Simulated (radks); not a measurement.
Fractional charge and spin in the 5p shell of hafnium: the spin-up occupation runs from 2 to 3 and the spin-down occupation from 2 to 3; the fullest corner is Hf3+, [Kr] 4d10 4f14 5s2 5d(up 0.5, down 0.5) 5p(up 3, down 3). Method: scalar-relativistic Kohn-Sham, PBEsol, spin-polarised, spherical densities, finite nucleus; Fermi nuclear charge, rms radius of each element as measured or else 0.836 A^(1/3) + 0.57 fm; computed with a radial shooting solver on a logarithmic mesh with Libxc functionals. Energy (eV) above the fullest corner. The planes named below are the two flat planes that join the four corners, with an edge along up + down = one added electron.

\begin{tabular}{lrrrrr}
down \ up & 2 & 2.25 & 2.5 & 2.75 & 3 \\ \hline
2 & 156.112 & 133.086 & 111.049 & 89.995 & 69.913 \\
2.25 & 133.086 & 111.112 & 90.117 & 70.093 & 51.029 \\
2.5 & 111.049 & 90.117 & 70.153 & 51.147 & 33.090 \\
2.75 & 89.995 & 70.093 & 51.147 & 33.147 & 16.084 \\
3 & 69.913 & 51.029 & 33.090 & 16.084 & 0.000 \\
\end{tabular}

Corners above the fullest one (they belong to Hf4+ and the next ion): (up 3, down 2) 69.913 eV, (up 2, down 3) 69.913 eV, (up 2, down 2) 156.11 eV. With half an added electron in each spin the energy lies 0.240 eV from the planes, and with half an added electron in spin up alone -1.963 eV. The planes are only a guide here: the flat-plane condition holds for ground states with one frontier orbital, while this shell lies below other occupied shells, so the corners above the fullest one are inner-hole states and not the ground states of those ions.
